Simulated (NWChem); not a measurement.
# CH3F3Si; SMILES FC[SiH](F)F

```xyz
8

F      0.6040     1.9227     0.0000
C     -0.6346     1.2772     0.0000
Si    -0.3948    -0.5940     0.0000
F      0.4439    -1.0298     1.2947
F      0.4439    -1.0298    -1.2947
H     -1.2015     1.5997    -0.8852
H     -1.2015     1.5997     0.8852
H     -1.6895    -1.3130     0.0000
```
Atoms are numbered in this order, from 1.

Program: NWChem. Medium grid unless said otherwise, to which SCAN and Minnesota functionals are sensitive. Structure relaxed at the B3LYP/6-31G* (spherical d) level. B3LYP is NWChem's, with the RPA form of VWN correlation.

Among these, which level gives the highest value of “dipole (D)”?
(A) B3LYP/def2-SVP
(B) LC-wPBE (HJS exchange hole, range parameter 0.4 per bohr)/def2-SVP
(C) B3PW91/def2-SVP
(D) Hartree-Fock/def2-SVP

D, Hartree-Fock/def2-SVP. Values: B3LYP/def2-SVP 2.80; B3PW91/def2-SVP 2.85; LC-wPBE (HJS exchange hole, range parameter 0.4 per bohr)/def2-SVP 2.89; Hartree-Fock/def2-SVP 3.47
